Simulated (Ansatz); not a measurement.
Abridged output of a molecular run in Ansatz:

```
Functional definition: HF
1209 factors; integrals over basis functions are off by at most 9.8e-4 eV
mean field evaluation 1: about -11990.0013 eV, gradient 2.7e1 eV
mean field evaluation 2: about -11990.1618 eV, gradient 2.8e1 eV
mean field evaluation 4: about -11992.2936 eV, gradient 3.5e0 eV
mean field evaluation 8: about -11992.3332 eV, gradient 2.1e-1 eV
mean field evaluation 16: about -11992.3337 eV, gradient 2.3e-6 eV
mean field -11992.33367087 eV, -440.7101337089 hartree, gradient 2.3e-6 eV, S^2 0.000000; 0 other end points of the search recorded, 0 dependent functions left out
8 core orbitals not correlated: weight in the atoms' cores, before any rotation towards them, 1.000 or more for the frozen orbitals, at most 0.000 for the correlated occupied ones
reference -11992.33367087 eV, -440.7101337089 hartree; 11, 11 occupied and 186, 186 virtual orbitals, 1209 factors
second order -16.09082280 eV of doubles, -0.00000000 eV of singles
cycle   1  -16.68372662 eV  change   -5.9e-1 eV  update   1.0e-1
cycle   2  -17.12475913 eV  change   -4.4e-1 eV  update   3.1e-2
cycle   3  -17.23268981 eV  change   -1.1e-1 eV  update   1.7e-2
cycle   4  -17.22185087 eV  change    1.1e-2 eV  update   4.3e-3
cycle   5  -17.21912892 eV  change    2.7e-3 eV  update   1.5e-3
cycle   6  -17.21926612 eV  change   -1.4e-4 eV  update   5.3e-4
cycle   7  -17.21895955 eV  change    3.1e-4 eV  update   1.6e-4
cycle   8  -17.21896328 eV  change   -3.7e-6 eV  update   6.7e-5
cycle   9  -17.21899839 eV  change   -3.5e-5 eV  update   2.2e-5
cycle  10  -17.21899059 eV  change    7.8e-6 eV  update   7.5e-6
perturbative correction -0.63679082 eV, -0.0234016309 hartree
Total energy: -12010.18945228 eV, -441.3663215726 hartree
```

Its atoms:

```xyz
9

B     0.631   -0.818    0.156
B    -0.227   -1.215   -1.084
F    -0.990   -1.396   -2.072
Si   -0.231    1.018    0.433
H     0.371   -1.492    1.120
H     1.786   -0.639   -0.133
H    -1.695    0.948    0.713
H    -0.068    1.931   -0.736
H     0.423    1.662    1.604
```

(1) Which basis set was used?
A. cc-pV(Q+d)Z
B. def2-TZVPP
C. cc-pV(D+d)Z
D. def2-QZVPP

(2) Write the keys of the input that set method, charge and spin (a neutral closed shell needs none for the last two).

Results:

(1) B. It gives 205 functions.

(2) 
```yaml
correlation: {method: ccsd_t}
```
